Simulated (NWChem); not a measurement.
Species: C₅H₅F; SMILES C=C=C/C=C/F

```xyz
11

C      0.8625    -2.6068     0.0000
C     -0.0687    -1.6902     0.0000
C     -1.0107    -0.7688     0.0000
C     -0.8274     0.6841     0.0000
C      0.3498     1.3140     0.0000
F      0.4345     2.6393     0.0000
H      1.2683    -3.0093     0.9359
H      1.2683    -3.0093    -0.9359
H     -2.0497    -1.1204     0.0000
H     -1.7291     1.3025     0.0000
H      1.3274     0.8218     0.0000
```
Atoms are numbered in this order, from 1.

All runs use the structure optimised with PBE0/def2-SVP.

Question: Give the principal values of the shielding tensors (ppm) of C1, C2, C3, C4, C5 from B3LYP/6-31G* (spherical d), GIAO (NWChem), with their diamagnetic and paramagnetic parts as GIAO splits them.

Answer: 
| atom | σ11 | σ22 | σ33 | isotropic | diamagnetic | paramagnetic |
|---|---|---|---|---|---|---|
| C1 | 36.4 | 135.8 | 175.6 | 115.9 | 271.8 | -155.9 |
| C2 | -26.5 | -11.7 | 4.6 | -11.2 | 238.3 | -249.5 |
| C3 | 34.6 | 122.3 | 168.5 | 108.5 | 269.0 | -160.5 |
| C4 | 7.4 | 107.3 | 161.0 | 91.9 | 255.4 | -163.5 |
| C5 | -45.0 | 77.3 | 93.8 | 42.0 | 253.8 | -211.8 |
